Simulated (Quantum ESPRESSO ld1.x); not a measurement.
Question: All-electron atom: C III in 1s1.5 2s2 3d0.5 (fractional occupations, a model configuration). Method: Dirac Kohn-Sham, LDA (Slater exchange, Perdew-Wang correlation), spin-unpolarised, spherical densities, point nucleus; open shells fill j = l - 1/2 first; computed with ld1.x of Quantum ESPRESSO 7.5. Some entries of the table are withheld. Estimate them.

| orbital | occ. | eigenvalue (eV) | r(max) (bohr) |
|---|---|---|---|
| 1s1/2 | 1.5 | -338.844 | 0.1721 |
| 2s1/2 | 2 | -47.2654 | 1.054 |
| 2p1/2 | 0 | -39.5611 | (1) |
| 2p3/2 | 0 | -39.5387 | (2) |
| 3s1/2 | 0 | (3) | 3.201 |
| 3d3/2 | 0.5 | (4) | (5) |
| 3d5/2 | 0 | (6) | (7) |
| 4d3/2 | 0 | -4.9269 | 7.268 |
| 4d5/2 | 0 | -4.9267 | 7.268 |
| 4f5/2 | 0 | -4.5642 | (8) |
| 4f7/2 | 0 | -4.5641 | (9) |

Answer: 
(1) 2p1/2 r(max) (bohr): 0.9009
(2) 2p3/2 r(max) (bohr): 0.9015
(3) 3s1/2 eigenvalue (eV): -14.3414
(4) 3d3/2 eigenvalue (eV): -10.2160
(5) 3d3/2 r(max) (bohr): 2.889
(6) 3d5/2 eigenvalue (eV): -10.2155
(7) 3d5/2 r(max) (bohr): 2.889
(8) 4f5/2 r(max) (bohr): 5.840
(9) 4f7/2 r(max) (bohr): 5.840
